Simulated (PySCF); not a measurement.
Compound: C3H5F3N (doublet state).
SMILES with atom numbers: `[CH2:1][C@@H:2]([NH2:3])[C:4]([F:5])([F:6])[F:7]` (hydrogens: H8, H9 on C1; H10 on C2; H11, H12 on N3)

Structure used (GFN2-xTB), in Å, numbered top down from 1:
```
atom  x, y, z in Å
C1    -0.1342    1.4370    0.5365
C2     0.2337    0.3074   -0.3326
N3     1.5238   -0.2431   -0.0148
C4    -0.8880   -0.7791   -0.2492
F5    -0.9910   -1.2924    0.9844
F6    -2.0936   -0.3117   -0.5881
F7    -0.6265   -1.8117   -1.0702
H8     0.4429    1.6439    1.4135
H9    -1.0213    1.9999    0.3288
H10    0.2311    0.6107   -1.3933
H11    1.5760   -0.5218    0.9582
H12    1.7483   -1.0397   -0.5992
```

The hyperfine couplings belong to this conformer and change with its torsions.

Method: PySCF, UKS B3LYP, pcH-1 on C F H N, non-relativistic, mean-field spin-orbit, GIAO. One conformer (not necessarily the lowest) at the GFN2-xTB geometry, without solvent, vibrations or thermal averaging. The geometry wasn't refined by DFT: couplings that depend on bond lengths, twists or pyramidal angles can differ widely from those at the functional's own minimum. No stability test was run, so a lower SCF solution isn't excluded.

(1) The isotropic 13C couplings are +92.2, +88.0, -35.5 MHz. Assign them to C1; C2; C4.

(2) Match the computed a_iso(1H) values +91.0, -65.2, -1.5 MHz (means over equivalent nuclei) with the sites H8/H9; H10; H11/H12.

Answers

(1) 
| site | a_iso (MHz) | ρ(0) (bohr⁻³) | position | distance from C1 (Å) | spin population | largest \|T\| (MHz) |
| --- | --- | --- | --- | --- | --- | --- |
| C1 | +92.2 | +0.0820 | largest spin population | 0.00 | +1.08 | 165.0 |
| C2 | -35.5 | -0.0316 | 1 bond from C1 | 1.47 | -0.08 | 2.7 |
| C4 | +88.0 | +0.0783 | 2 bonds from C1 | 2.47 | +0.04 | 11.2 |

(2) 
```json
{"site": "H8/H9", "a_iso (MHz)": "-65.2", "ρ(0) (bohr⁻³)": "-0.0146", "position": "α, 1 bond from C1", "distance from C1 (Å)": "1.07", "bound to": "C1", "spin population there": "+1.08", "largest |T| (MHz)": "40.4"}
{"site": "H10", "a_iso (MHz)": "+91.0", "ρ(0) (bohr⁻³)": "+0.0204", "position": "β, 2 bonds from C1", "distance from C1 (Å)": "2.13", "bound to": "C2", "spin population there": "-0.08", "largest |T| (MHz)": "9.4"}
{"site": "H11/H12", "a_iso (MHz)": "-1.5", "ρ(0) (bohr⁻³)": "-0.0003", "position": "γ, 3 bonds from C1", "distance from C1 (Å)": "2.97", "bound to": "N3", "spin population there": "0.00", "largest |T| (MHz)": "5.1"}
```

ρ(0) is the spin density at the nucleus and T the dipolar tensor; entries for several nuclei are means. Largest spin populations (Mulliken): C1 (+1.08) and C2 (-0.08). C1 is the only atom above +0.15. The positive populations add up to 1.17 and the negative ones to -0.17, together 2S = 1. The angles at C1 add up to 359.8°, so it is planar; its axial dipolar tensor and the negative couplings of its protons fit spin in a p orbital normal to that plane.

Means are taken over nuclei equivalent by connectivity, which assumes that they swap fast. The three 19F nuclei of mean +6.2 MHz run from 0.4 to 15.2 MHz in the frozen geometry.
